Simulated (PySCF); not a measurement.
## In2Se: from structure and modes to constants

These are results of PBE0/[Se def2-TZVP, In def2-TZVP with ECP28], scalar-relativistic core potentials, density fitting, no spin–orbit coupling, PySCF, not measurements.

The singlet minimum has C2v symmetry. Masses (u): Se 79.91652, In 114.90388.

```xyz
3
charge 0 multiplicity 1, angstrom
Se    0.0000    0.0000   -0.9955
In    2.2041    0.0000    0.3462
In   -2.2041    0.0000    0.3462
```

Harmonic wavenumbers (cm⁻¹): 31.5 (a1, ×1), 183.9 (a1, ×1), 228.2 (b2, ×1).

Task: Find the principal moments of inertia and the rotational constants. What kind of rotor is it?

Result: About the centre of mass I = 106.74, 1116.4, 1223.2 u Å². With B = 16.8576/I this gives 0.1579, 0.0151, 0.01378 cm⁻¹. The molecule is an asymmetric top with κ = -0.98.

Task: What is the harmonic zero-point energy?

Result: Half the sum of all 3 wavenumbers, 444/2 = 222 cm⁻¹, which is 2.7 kJ/mol (1 cm⁻¹ = 0.0119627 kJ/mol).

Task: Find the vibrational entropy and heat capacity at 298.15 K.

Result: With u = 1.43878 ω/T, each mode gives S = R[u/(eᵘ−1) − ln(1−e⁻ᵘ)] and C = R u² eᵘ/(eᵘ−1)².
```json
{"ω (cm⁻¹)": "31.5", "u": "0.152", "S (J/(mol K))": "23.98", "C (J/(mol K))": "8.30"}
{"ω (cm⁻¹)": "183.9", "u": "0.888", "S (J/(mol K))": "9.57", "C (J/(mol K))": "7.79"}
{"ω (cm⁻¹)": "228.2", "u": "1.101", "S (J/(mol K))": "7.92", "C (J/(mol K))": "7.52"}
```
The sums over all modes are S = 41.5 and C = 23.6 J/(mol K); the softest mode gives 58 % of the entropy.

This need not be the most stable arrangement of these atoms.
